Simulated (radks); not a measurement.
Results of a calculation; reference values are marked as such.
Task: Coherent X-ray form factor from a spherical all-electron density. Level of theory: scalar-relativistic Kohn-Sham, SCAN, spin-polarised, spherical densities, finite nucleus; meta-GGA in the generalised Kohn-Sham scheme; Fermi nuclear charge, rms radius of each element as measured or else 0.836 A^(1/3) + 0.57 fm (a radial shooting solver on a logarithmic mesh with Libxc functionals).

| sin(theta)/lambda (1/angstrom) | f0 (electrons) |
|---|---|
| 0.05 | 44.115 |
| 0.1 | 41.862 |
| 0.15 | 38.991 |
| 0.2 | 36.031 |
| 0.25 | 33.224 |
| 0.3 | 30.666 |
| 0.4 | 26.403 |
| 0.5 | 23.205 |
| 0.6 | 20.813 |
| 0.8 | 17.312 |
| 1 | 14.431 |
| 1.25 | 11.289 |
| 1.5 | 8.884 |
| 2 | 6.258 |

The species is in the configuration that NIST lists as its ground one. Which atom or ion scatters so?

Result: Neutral rhodium, [Kr] 4d8 5s1. Extrapolating in s^2 from the first two rows gives f0(0) = 44.9, near the electron count 45; among species with that count, the fall with angle is slower the higher Z, and the table is that of Z = 45; from so few rows the species is fixed only to a neighbour or two.
